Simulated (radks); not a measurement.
Q: The mean radii <r> (bohr) of the occupied orbitals of an atom or ion are listed with their occupations. All-electron calculation, scalar-relativistic Kohn-Sham, PBE, spin-polarised, spherical densities, finite nucleus; Fermi nuclear charge, rms radius of each element as measured or else 0.836 A^(1/3) + 0.57 fm. Program: a radial shooting solver on a logarithmic mesh with Libxc functionals.

| orbital | occ. | <r> |
|---|---|---|
| 1s up | 1 | 0.03607 |
| 1s down | 1 | 0.03607 |
| 2s up | 1 | 0.1552 |
| 2s down | 1 | 0.1551 |
| 2p up | 3 | 0.1348 |
| 2p down | 3 | 0.1347 |
| 3s up | 1 | 0.3765 |

Name the element and its charge. Open shells, if any, are filled with parallel spins first.

A: Z = 41, niobium, charge +30: Nb30+ in [Ne] 3s1. The 1s radius gives Z: for a bare nucleus <r> = (2 gamma + 1)/(2Z) with gamma = sqrt(1 - (Z/c)^2), 0.03547 bohr for Z = 41, and screening makes it slightly larger (0.03607 here). The occupations add up to 11, and the charge is Z minus that.
